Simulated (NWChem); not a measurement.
System: CH6N2Si2; SMILES N[Si@H]1C=N[SiH2]1

Input file for NWChem:

```
start job
memory heap 200 mb stack 900 mb global 1100 mb
geometry units angstroms noautosym nocenter noautoz
  N      0.435939    -2.248123     0.585620
  Si     0.072008    -0.844926    -0.337164
  C     -1.464944     0.296909    -0.066674
  N     -1.058437     1.516184    -0.000742
  Si     0.741112     1.371319     0.081256
  H      0.538127    -2.246052     1.592278
  H      0.401691    -3.181885     0.197003
  H      0.115575    -1.289924    -1.766951
  H     -2.552673     0.080528    -0.035326
  H      1.218566     1.725814     1.454101
  H      1.470132     2.245819    -0.890239
end
basis spherical
  * library 6-31g*
end
dft
  xc xpbe96 cpbe96
  iterations 150
end
cosmo
  do_cosmo_smd true
  solvent chcl3
end
task dft energy
```

NWChem printed, in part:

```
             Northwest Computational Chemistry Package (NWChem) 7.3.0
             --------------------------------------------------------

                             Geometry "geometry" -> ""
                             -------------------------

 Output coordinates in angstroms (scale by  1.889725989 to convert to a.u.)

  No.       Tag          Charge          X              Y              Z
 ---- ---------------- ---------- -------------- -------------- --------------
    1 N                    7.0000     0.43593900    -2.24812300     0.58562000
    2 Si                  14.0000     0.07200800    -0.84492600    -0.33716400
    3 C                    6.0000    -1.46494400     0.29690900    -0.06667400
    4 N                    7.0000    -1.05843700     1.51618400    -0.00074200
    5 Si                  14.0000     0.74111200     1.37131900     0.08125600
    6 H                    1.0000     0.53812700    -2.24605200     1.59227800
    7 H                    1.0000     0.40169100    -3.18188500     0.19700300
    8 H                    1.0000     0.11557500    -1.28992400    -1.76695100
    9 H                    1.0000    -2.55267300     0.08052800    -0.03532600
   10 H                    1.0000     1.21856600     1.72581400     1.45410100
   11 H                    1.0000     1.47013200     2.24581900    -0.89023900

 Effective nuclear repulsion energy (a.u.)     272.3098513317

  pbe96 is a nonlocal functional; adding pw91lda local functional.

                                 NWChem DFT Module
                                 -----------------

 Summary of "ao basis" -> "ao basis" (spherical)
 ------------------------------------------------------------------------------
       Tag                 Description            Shells   Functions and Types
 ---------------- ------------------------------  ------  ---------------------
 N                           6-31g*                  6       14   3s2p1d
 Si                          6-31g*                  8       18   4s3p1d
 C                           6-31g*                  6       14   3s2p1d
 H                           6-31g*                  2        2   2s

 in cosmo_initialize ...
 calling solv_data for solv:chcl3

[...]

                                COSMO-SMD solvation results
                                ---------------------------

             internal energy in gas <Psi(g)|H|Psi(g)> =      -729.659983754861
         internal energy in solvent <Psi(s)|H|Psi(s)> =      -729.658947428403
                               delta internal energy  =         0.001036326458 (    0.65 kcal/mol)
   total free energy in solvent <Psi(s)|H+V/2|Psi(s)> =      -729.667988411147
 polarization energy contribution <Psi(s)|V/2|Psi(s)> =        -0.009040982744 (   -5.67 kcal/mol)
    total free energy in solvent including G(SMD-CDS) =      -729.666260785326
                       G(SMD-CDS) energy contribution =         0.001727625821 (    1.08 kcal/mol)
     1 M fixed-concentration free energy of solvation =        -0.006277030465 (   -3.94 kcal/mol)

                       DFT Final Molecular Orbital Analysis
                       ------------------------------------

 Vector   25  Occ=2.000000D+00  E=-2.563700D-01
              MO Center=  3.2D-01, -7.4D-01,  1.0D-01, r^2= 4.0D+00
   Bfn.  Coefficient  Atom+Function         Bfn.  Coefficient  Atom+Function
  ----- ------------  ---------------      ----- ------------  ---------------
     3      0.338500   1 N  px               21      0.295731   2 Si px
     7      0.267049   1 N  px               68     -0.253548   5 Si py
    22      0.169159   2 Si py               25      0.155315   2 Si px
    35     -0.138644   3 C  px               17     -0.121390   2 Si px
    86      0.114862   9 H  s                88     -0.106474  10 H  s

 Vector   26  Occ=2.000000D+00  E=-2.112127D-01
              MO Center=  2.7D-01, -5.6D-01,  1.9D-01, r^2= 4.3D+00
   Bfn.  Coefficient  Atom+Function         Bfn.  Coefficient  Atom+Function
  ----- ------------  ---------------      ----- ------------  ---------------
     3      0.374589   1 N  px                7      0.328308   1 N  px
    68      0.288433   5 Si py               49      0.186502   4 N  px
    38      0.185450   3 C  s                22     -0.177724   2 Si py
    70     -0.173694   5 Si s                20     -0.151448   2 Si s
    50     -0.139948   4 N  py               53      0.129101   4 N  px

 Vector   27  Occ=2.000000D+00  E=-1.875045D-01
              MO Center= -8.4D-01,  5.1D-01,  7.6D-03, r^2= 3.8D+00
   Bfn.  Coefficient  Atom+Function         Bfn.  Coefficient  Atom+Function
  ----- ------------  ---------------      ----- ------------  ---------------
    49      0.307529   4 N  px               50     -0.292480   4 N  py
    53      0.227555   4 N  px                3     -0.225280   1 N  px
    54     -0.225928   4 N  py               86      0.211045   9 H  s
     7     -0.201796   1 N  px               24     -0.199731   2 Si s
    52     -0.195328   4 N  s                67     -0.193895   5 Si px

 Vector   28  Occ=0.000000D+00  E=-6.897658D-02
              MO Center= -1.0D+00,  5.7D-01, -6.6D-02, r^2= 2.5D+00
   Bfn.  Coefficient  Atom+Function         Bfn.  Coefficient  Atom+Function
  ----- ------------  ---------------      ----- ------------  ---------------
    55     -0.447413   4 N  pz               41      0.443422   3 C  pz
    51     -0.425689   4 N  pz               37      0.412930   3 C  pz
    27      0.328112   2 Si pz               84      0.290593   8 H  s
     6     -0.257768   1 N  s                88      0.170441  10 H  s
    73     -0.163727   5 Si pz               26     -0.152217   2 Si py

[...]
```

Level: PBE/6-31G* (spherical d), SMD on the gas-phase geometry. All runs use the structure optimised with PBE0/def2-SVP. Solvent: chloroform.
